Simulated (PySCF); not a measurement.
**Which enantiomer?**

Computed, not measured: TDDFT CAM-B3LYP/def2-SVPD circular dichroism and optical rotation, one conformer, gas phase (PySCF). Geometry: GFN2-xTB.

For a gas-phase anion, states above the detachment energy (about 2.2 eV, taken as minus the energy of the highest occupied orbital) lie in the continuum and depend on the basis. Singlets 8 and 9 lie within 0.01 eV of each other, so their separate moments and overlaps can depend on how they mix.

Values for one enantiomer of [C₅H₃F₂O]-, R in 10⁻⁴⁰ esu² cm² (velocity form):
```csv
λ (nm),f,R
282,0.005,+6.3
253,0.016,-2.9
247,0.009,-0.3
239,0.044,-21.2
229,0.036,-14.9
223,0.041,+0.6
220,0.103,+22.6
213,0.022,+18.8
213,0.028,+2.1
207,0.026,-45.4
205,0.010,-5.6
202,0.037,-0.6
194,0.087,+47.2
190,0.010,-2.2
186,0.020,-5.0
184,0.0007,-2.1
```

[α] at 589.3 nm: -91 deg dm⁻¹ (g/mL)⁻¹ (origin-invariant length gauge).

(1) Which structure gives these signs?
A. C#C[C@H]1[C@@H]([O-])C1(F)F
B. C#C[C@@H]1[C@H]([O-])C1(F)F

## Answers

(1) B. Its CIP labels in SMILES order are R, S; the other enantiomer gives every sign reversed.

Geometry of C#C[C@@H]1[C@H]([O-])C1(F)F as run:
```xyz
11

C     2.439   -0.589    0.483
C     1.328   -0.485    0.032
C     0.040   -0.334   -0.516
C    -0.816    1.081   -0.408
O    -0.365    2.174    0.027
C    -1.149   -0.154    0.390
F    -2.266   -0.920    0.080
F    -0.987   -0.278    1.738
H     3.408   -0.653    0.877
H    -0.156   -0.920   -1.409
H    -1.469    1.081   -1.321
```
